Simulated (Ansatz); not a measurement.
Geometry optimisation, RKS r2SCAN-D4/6-31G* (Ansatz 0.2.0).

input.yaml

```yaml
crystal:
  periodic: [false, false, false]
  atoms:
    - { symbol: B, position_ang: [1.0905, -1.4672, 1.7831] }
    - { symbol: O, position_ang: [2.1582, -0.9669, 0.9461] }
    - { symbol: Si, position_ang: [1.4569, -0.3004, -0.5128] }
    - { symbol: "N", position_ang: [0.59, -1.5186, -1.3764] }
    - { symbol: B, position_ang: [0.4423, 1.2964, -0.1502] }
    - { symbol: C, position_ang: [-1.1066, 1.3955, -0.504] }
    - { symbol: "N", position_ang: [-1.834, 0.404, 0.2774] }
    - { symbol: H, position_ang: [0.6924, -2.5174, 1.6715] }
    - { symbol: H, position_ang: [0.5526, -0.6754, 2.6013] }
    - { symbol: H, position_ang: [2.6027, 0.1025, -1.3498] }
    - { symbol: H, position_ang: [-0.3583, -1.7049, -0.7927] }
    - { symbol: H, position_ang: [0.2285, -1.0815, -2.2522] }
    - { symbol: H, position_ang: [0.9218, 2.2632, 0.3448] }
    - { symbol: H, position_ang: [-1.2493, 1.1809, -1.5696] }
    - { symbol: H, position_ang: [-1.4858, 2.3891, -0.2906] }
    - { symbol: H, position_ang: [-1.8851, 0.7572, 1.2875] }
    - { symbol: H, position_ang: [-2.8359, 0.4432, -0.0732] }
basis:
  gaussian: { orbitals: "6-31G*" }
hamiltonian:
  xc: r2scan
  dispersion: d4
relax:
  f_tol: 0.015
  max_steps: 40
```

Launched with:

```bash
$ ansatz run input.yaml --threads 2 --pin off --max-ram 3072MiB --backend cpu --events-out ev --progress --plain --runs-dir out
```

Problem. Where does it end, and by what steps?

Solution. The forces met the threshold. After 30 steps the energy has fallen by 1.865 eV; H8 moved furthest, 1.89 Å.

```json
{"step": "0", "energy less start (eV)": "0.0000", "largest force component (eV/Å)": "3.475", "accepted": "yes"}
{"step": "2", "energy less start (eV)": "-0.9298", "largest force component (eV/Å)": "1.295", "accepted": "yes"}
{"step": "4", "energy less start (eV)": "-1.1860", "largest force component (eV/Å)": "1.122", "accepted": "yes"}
{"step": "6", "energy less start (eV)": "-1.4487", "largest force component (eV/Å)": "0.492", "accepted": "yes"}
{"step": "8", "energy less start (eV)": "-1.5905", "largest force component (eV/Å)": "0.795", "accepted": "yes"}
{"step": "10", "energy less start (eV)": "-1.7303", "largest force component (eV/Å)": "0.742", "accepted": "yes"}
{"step": "12", "energy less start (eV)": "-1.7438", "largest force component (eV/Å)": "0.420", "accepted": "no"}
{"step": "14", "energy less start (eV)": "-1.7767", "largest force component (eV/Å)": "0.104", "accepted": "yes"}
{"step": "16", "energy less start (eV)": "-1.7847", "largest force component (eV/Å)": "0.194", "accepted": "yes"}
{"step": "18", "energy less start (eV)": "-1.7908", "largest force component (eV/Å)": "0.135", "accepted": "yes"}
{"step": "20", "energy less start (eV)": "-1.7960", "largest force component (eV/Å)": "0.353", "accepted": "yes"}
{"step": "22", "energy less start (eV)": "-1.8150", "largest force component (eV/Å)": "0.254", "accepted": "yes"}
{"step": "24", "energy less start (eV)": "-1.8337", "largest force component (eV/Å)": "0.921", "accepted": "yes"}
{"step": "26", "energy less start (eV)": "-1.8204", "largest force component (eV/Å)": "0.576", "accepted": "no"}
{"step": "28", "energy less start (eV)": "-1.8641", "largest force component (eV/Å)": "0.079", "accepted": "yes"}
{"step": "30", "energy less start (eV)": "-1.8646", "largest force component (eV/Å)": "0.010", "accepted": "yes"}
```

```xyz
17
Properties=species:S:1:pos:R:3
B 1.067 -0.821 1.787
O 1.553 -1.473 0.750
Si 1.355 -0.475 -0.712
N 0.329 -1.138 -1.896
B 0.494 1.045 0.296
C -1.061 1.308 0.069
N -1.847 0.086 -0.219
H 1.094 -1.170 2.933
H 0.476 0.306 1.620
H 2.739 -0.458 -1.258
H -0.670 -1.017 -1.721
H 0.569 -1.875 -2.545
H 1.148 1.989 0.668
H -1.084 1.931 -0.842
H -1.506 1.933 0.865
H -1.848 -0.504 0.615
H -2.826 0.332 -0.370
```

Whether the end is a true minimum wasn't checked by a vibrational analysis.

Time of the run: 6.4 min on 2 threads of Arm Neoverse N1 (shared host), peak memory 0.23 GiB.
